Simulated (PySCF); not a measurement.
## Working out the ionisation energy of Zn⁺

Zn⁺ [Ar] 3d10 4s1 (2S) → Zn²⁺ [Ar] 3d10 (1S). Computed with PySCF 2.14 in cc-pVDZ-PP with ECP10MDF, with a scalar-relativistic core potential. Frozen: 3s2 3p6. Energies in hartree (1 hartree = 27.21139 eV):

```tsv
part	Zn⁺ (lower)	Zn²⁺ (upper)
UHF	-225.661679	-225.045773
CCSD correlation	-0.345096	-0.325266
(T)	-0.006270	-0.004644
```

What does Hartree-Fock give?

(-225.045773) − (-225.661679) = 0.615906 hartree = 16.760 eV.

What do CCSD and CCSD(T) give?

The CCSD correlation energies differ by 0.019830 hartree = 0.540 eV and the triples by 0.001626 hartree = 0.044 eV, so CCSD gives 17.300 eV and CCSD(T) 17.344 eV.

Measured between the centres of the two terms (NIST): 17.964 eV, so CCSD(T) (valence) is off by -0.620 eV.

A double-zeta basis recovers only part of the correlation energy.

What remains against the reference includes basis incompleteness, the frozen core and higher excitations.
